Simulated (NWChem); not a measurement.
All runs are NWChem calculations. System: THF (C4H8O), charge 0, spin multiplicity 1, at a geometry optimised with PBE/def2-SVP. Level: RHF/def2-SVP.

NWChem printed:

```
             Northwest Computational Chemistry Package (NWChem) 7.3.0
             --------------------------------------------------------

                                NWChem Input Module
                                -------------------

 Scaling coordinates for geometry "geometry" by  1.889725989
 (inverse scale =  0.529177249)

 Turning off AUTOSYM since
 SYMMETRY directive was detected!

                             Geometry "geometry" -> ""
                             -------------------------

 Output coordinates in angstroms (scale by  1.889725989 to convert to a.u.)

  No.       Tag          Charge          X              Y              Z
 ---- ---------------- ---------- -------------- -------------- --------------
    1 C                    6.0000     0.35296200     0.68185700     0.99540200
    2 C                    6.0000    -0.35296200    -0.68185700     0.99540200
    3 C                    6.0000    -0.07191100    -1.16831100    -0.43242900
    4 O                    8.0000     0.00000000     0.00000000    -1.25056500
    5 C                    6.0000     0.07191100     1.16831100    -0.43242900
    6 H                    1.0000    -0.02627000     1.37711600     1.77034500
    7 H                    1.0000     1.44376300     0.55372000     1.15903600
    8 H                    1.0000     0.02627000    -1.37711600     1.77034500
    9 H                    1.0000    -1.44376300    -0.55372000     1.15903600
   10 H                    1.0000    -0.86389800    -1.84254800    -0.82616300
   11 H                    1.0000     0.89406500    -1.72932000    -0.47879600
   12 H                    1.0000    -0.89406500     1.72932000    -0.47879600
   13 H                    1.0000     0.86389800     1.84254800    -0.82616300

 Effective nuclear repulsion energy (a.u.)     189.7908730651

            Nuclear Dipole moment (a.u.)
            ----------------------------
        X                 Y               Z
 ---------------- ---------------- ----------------
     0.0000000000     0.0000000000    -0.0000000000

      Symmetry information
      --------------------

 Group name             C2
 Group number              4
 Group order               2
 No. of unique centers     7

      Symmetry unique atoms

     1    3    4    6    7   10   11


 Summary of "ao basis" -> "" (spherical)
 ------------------------------------------------------------------------------
       Tag                 Description            Shells   Functions and Types
[...]
 Vector   20  Occ=2.000000D+00  E=-4.059308D-01  Symmetry=b
              MO Center= -8.9D-16, -2.0D-15, -8.4D-01, r^2= 2.4D+00
   Bfn.  Coefficient  Atom+Function         Bfn.  Coefficient  Atom+Function
  ----- ------------  ---------------      ----- ------------  ---------------
    46      0.500116   4 O  px               49      0.422212   4 O  px
    96     -0.217203  11 H  s               101      0.217203  12 H  s
    32     -0.187399   3 C  px               60     -0.187399   5 C  px
    91      0.158237  10 H  s               106     -0.158237  13 H  s

 Vector   21  Occ=0.000000D+00  E= 1.693931D-01  Symmetry=a
              MO Center=  9.3D-17,  8.8D-16,  7.7D-01, r^2= 7.6D+00
   Bfn.  Coefficient  Atom+Function         Bfn.  Coefficient  Atom+Function
  ----- ------------  ---------------      ----- ------------  ---------------
     3      1.249851   1 C  s                17      1.249851   2 C  s
    72     -0.804245   6 H  s                77     -0.802651   7 H  s
    82     -0.804245   8 H  s                87     -0.802651   9 H  s
    31      0.738993   3 C  s                59      0.738993   5 C  s
    97     -0.648399  11 H  s               102     -0.648399  12 H  s

 Vector   22  Occ=0.000000D+00  E= 2.025709D-01  Symmetry=b
              MO Center= -1.3D-16, -1.5D-16,  7.5D-01, r^2= 7.0D+00
   Bfn.  Coefficient  Atom+Function         Bfn.  Coefficient  Atom+Function
  ----- ------------  ---------------      ----- ------------  ---------------
    77      1.050820   7 H  s                87     -1.050820   9 H  s
    97      0.791405  11 H  s               102     -0.791405  12 H  s
    72     -0.626633   6 H  s                82      0.626633   8 H  s
    31     -0.614328   3 C  s                59      0.614328   5 C  s
     3     -0.610484   1 C  s                17      0.610484   2 C  s

 Vector   23  Occ=0.000000D+00  E= 2.178335D-01  Symmetry=b
              MO Center= -5.5D-16,  5.2D-15,  1.8D-01, r^2= 9.1D+00
   Bfn.  Coefficient  Atom+Function         Bfn.  Coefficient  Atom+Function
  ----- ------------  ---------------      ----- ------------  ---------------
     3      1.473938   1 C  s                17     -1.473938   2 C  s
    31     -1.432105   3 C  s                59      1.432105   5 C  s
    92      1.072249  10 H  s               107     -1.072249  13 H  s
    72     -0.775966   6 H  s                82      0.775966   8 H  s
    97      0.739907  11 H  s               102     -0.739907  12 H  s

 center of mass
 --------------
 x =   0.00000000 y =   0.00000000 z =  -0.08436810

 moments of inertia (a.u.)
 ------------------
         447.205396082205         -33.649786703878           0.000000000000
         -33.649786703878         265.809039567891           0.000000000000
           0.000000000000           0.000000000000         255.906830406212

  Mulliken analysis of the total density
  --------------------------------------

    Atom       Charge   Shell Charges
 -----------   ------   -------------------------------------------------------
    1 C    6     6.15   1.99  0.87  0.29  2.04  0.92  0.04
    2 C    6     6.15   1.99  0.87  0.29  2.04  0.92  0.04
    3 C    6     5.70   1.99  0.88  0.15  1.95  0.66  0.07
    4 O    8     8.62   1.99  1.05  0.78  2.84  1.94  0.02
    5 C    6     5.70   1.99  0.88  0.15  1.95  0.66  0.07
    6 H    1     0.95   0.75  0.17  0.02
    7 H    1     0.95   0.75  0.17  0.02
    8 H    1     0.95   0.75  0.17  0.02
    9 H    1     0.95   0.75  0.17  0.02
   10 H    1     0.97   0.76  0.18  0.02
   11 H    1     0.98   0.76  0.19  0.02
   12 H    1     0.98   0.76  0.19  0.02
   13 H    1     0.97   0.76  0.18  0.02

       Multipole analysis of the density wrt the origin
       ------------------------------------------------

     L   x y z        total         open         nuclear
     -   - - -        -----         ----         -------
     0   0 0 0     -0.000000      0.000000     40.000000

     1   1 0 0     -0.000000      0.000000      0.000000
     1   0 1 0      0.000000      0.000000      0.000000
     1   0 0 1      0.801912      0.000000     -0.000000

     2   2 0 0    -23.229005      0.000000     31.492030
     2   1 1 0      0.114633      0.000000     19.690969
     2   1 0 1      0.000000      0.000000      0.000000
     2   0 2 0    -21.745282      0.000000    139.756191
     2   0 1 1     -0.000000      0.000000      0.000000
     2   0 0 2    -26.602317      0.000000    133.642425

 Task  times  cpu:        5.9s     wall:        5.9s

 Total times  cpu:        6.0s     wall:        6.0s
```

Write an NWChem input that would produce this output.

One answer among several that fit: 
```
start mol
memory heap 200 mb stack 900 mb global 1100 mb
geometry units angstroms nocenter noautoz
  C      0.352962     0.681857     0.995402
  C     -0.352962    -0.681857     0.995402
  C     -0.071911    -1.168311    -0.432429
  O      0.000000     0.000000    -1.250565
  C      0.071911     1.168311    -0.432429
  H     -0.026270     1.377116     1.770345
  H      1.443763     0.553720     1.159036
  H      0.026270    -1.377116     1.770345
  H     -1.443763    -0.553720     1.159036
  H     -0.863898    -1.842548    -0.826163
  H      0.894065    -1.729320    -0.478796
  H     -0.894065     1.729320    -0.478796
  H      0.863898     1.842548    -0.826163
  symmetry group C2
end
basis spherical
  * library def2-svp
end
scf
  rhf
  nopen 0
  maxiter 100
  thresh 1e-7
  semidirect memsize 60000000 filesize 0
end
task scf energy
```
